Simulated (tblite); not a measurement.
C2H11NOSi2.
Atom-mapped SMILES: `[CH3:1][O:2][C@H:3]([SiH3:4])[SiH2:5][NH2:6]` (hydrogens: H7, H8, H9 on C1; H10 on C3; H11, H12, H13 on Si4; H14, H15 on Si5; H16, H17 on N6)

Structure optimised with GFN2-xTB, isolated species.

Give the optimised bond lengths and angles.

```json
{"bond": "C1–O2", "length (Å)": "1.397", "order": "single"}
{"bond": "O2–C3", "length (Å)": "1.443", "order": "single"}
{"bond": "C3–Si4", "length (Å)": "1.903", "order": "single"}
{"bond": "C3–Si5", "length (Å)": "1.909", "order": "single"}
{"bond": "Si5–N6", "length (Å)": "1.722", "order": "single"}
{"bond": "C1–H7", "length (Å)": "1.099", "order": "single"}
{"bond": "C1–H8, C1–H9", "length (Å)": "1.093", "order": "single"}
{"bond": "C3–H10", "length (Å)": "1.098", "order": "single"}
{"bond": "Si4–H11, Si4–H12, Si4–H13", "length (Å)": "1.464", "order": "single"}
{"bond": "Si5–H14", "length (Å)": "1.464", "order": "single"}
{"bond": "Si5–H15", "length (Å)": "1.469", "order": "single"}
{"bond": "N6–H16, N6–H17", "length (Å)": "1.008", "order": "single"}
```

Bonds in one row agree within 0.01 Å and their mean is given. Orders are formal, as drawn. A selection of angles:
```json
{"angle": "O2–C1–H7", "degrees": "111.2"}
{"angle": "O2–C1–H8", "degrees": "106.8"}
{"angle": "H7–C1–H8", "degrees": "109.2"}
{"angle": "H7–C1–H9", "degrees": "108.4"}
{"angle": "C1–O2–C3", "degrees": "114.2"}
{"angle": "O2–C3–Si4", "degrees": "109.4"}
{"angle": "O2–C3–Si5", "degrees": "104.3"}
{"angle": "O2–C3–H10", "degrees": "108.5"}
{"angle": "Si4–C3–Si5", "degrees": "116.0"}
{"angle": "Si4–C3–H10", "degrees": "110.4"}
{"angle": "Si5–C3–H10", "degrees": "107.8"}
{"angle": "C3–Si4–H11", "degrees": "109.0"}
{"angle": "C3–Si4–H12", "degrees": "108.3"}
{"angle": "C3–Si4–H13", "degrees": "110.8"}
{"angle": "H11–Si4–H12", "degrees": "111.7"}
{"angle": "H11–Si4–H13", "degrees": "108.4"}
{"angle": "H12–Si4–H13", "degrees": "108.7"}
{"angle": "C3–Si5–N6", "degrees": "104.4"}
{"angle": "C3–Si5–H14", "degrees": "110.9"}
{"angle": "C3–Si5–H15", "degrees": "108.5"}
{"angle": "N6–Si5–H14", "degrees": "106.3"}
{"angle": "N6–Si5–H15", "degrees": "116.1"}
{"angle": "H14–Si5–H15", "degrees": "110.4"}
{"angle": "Si5–N6–H16", "degrees": "119.3"}
{"angle": "Si5–N6–H17", "degrees": "116.7"}
{"angle": "H16–N6–H17", "degrees": "109.9"}
```

Torsions: C1–O2–C3–Si4 -87° (synclinal); O2–C3–Si5–N6 -56° (synclinal).

N6 (silicon-bound nitrogen) is pyramidal (angles 119.3°, 116.7° and 109.9°, sum 345.9°, 0.26 Å off the plane of its three neighbours). Si4 (SiH3 silicon) is tetrahedral (angles from 108.3° to 111.7°). Of the pairs four or more bonds apart, Si4···H9 is among the closest relative to their van der Waals radii: 3.07 Å, 93 % of the sum of Bondi's values. O2 (ether oxygen) is bent (angle 114.2°). Si5 (SiH2 silicon) is distorted tetrahedral (angles from 104.4° to 116.1°). The C–O distances run from 1.397 Å (C1–O2, drawn single) to 1.443 Å (O2–C3, drawn single), a spread of 0.046 Å.

Point group: C1 (no symmetry element, even within 0.4 Å). Its GFN2-xTB frequencies are all real (lowest 40 cm⁻¹). The numbers are those of one conformer (C1–O2–C3–Si4 -87°, O2–C3–Si5–N6 -56°, C3–Si5–N6–H 178° and 42°). 2 starts were optimised and ended at 0.00 and 1.32 kcal/mol (GFN2-xTB); the lowest of these is shown.

These are computed values.
